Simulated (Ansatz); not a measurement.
Gas-phase electronic energies from Ansatz, PBE0-D4/def2-TZVP geometries. CBS: MP2 limit from def2 TZ/QZ plus the TZ coupled-cluster correction, frozen cores. DFT in def2-TZVPP. B3LYP here is the variant with VWN-RPA as its local correlation; programs differ in this. Each species was taken in one conformer, which may not be the lowest.

Consider the isomerisation: `BC(CF)N=C` → `C/C(BN)=C\F`.

`BC(CF)N=C`:

Cartesian coordinates in Å:
```
B 0.358 0.973 1.282
C -0.158 0.110 0.079
C -1.116 -0.953 0.580
F -0.570 -1.619 1.666
N 0.880 -0.468 -0.735
C 1.145 0.062 -1.843
H -0.455 1.409 2.042
H 1.511 1.252 1.405
H -0.776 0.838 -0.497
H -1.321 -1.699 -0.193
H -2.051 -0.492 0.909
H 0.615 0.943 -2.234
H 1.938 -0.357 -2.461
```

`C/C(BN)=C\F`:

Cartesian coordinates in Å:
```
C -1.440 0.053 0.304
C 0.025 0.360 0.376
B 1.069 -0.333 -0.535
N 0.685 -1.289 -1.474
C 0.515 1.253 1.230
F -0.244 1.945 2.089
H -1.836 0.284 -0.689
H -2.019 0.617 1.035
H -1.622 -1.012 0.481
H 2.234 -0.060 -0.448
H 1.338 -1.755 -2.078
H -0.269 -1.578 -1.614
H 1.564 1.513 1.322
```

| level | ΔE (kcal/mol) |
| --- | --- |
| PBE-D4 | -65.1 |
| r2SCAN-D4 | -65.8 |
| ωB97X-V | -61.2 |
| ωB97M-V | -63.6 |
| PBE | -65.2 |
| B3LYP | -63.7 |
| CCSD(T)/def2-TZVPP | -61.9 |
| HF/def2-QZVPP | -58.9 |

(1) What does CCSD(T)/CBS give? (Best estimate.)

Largest T1 diagnostic among the species: 0.012.

## Answers

(1) The calculation gave: -63.0 kcal/mol. The listed levels differ from it by -2.1, -2.8, 1.8, -0.6, -2.2, -0.7, 1.1, 4.1 kcal/mol.

In def2-TZVPP, CCSD(T) changes the Hartree–Fock value by −3.2 kcal/mol (the triples alone add −0.5 kcal/mol) and MP2 by −5.3 kcal/mol.
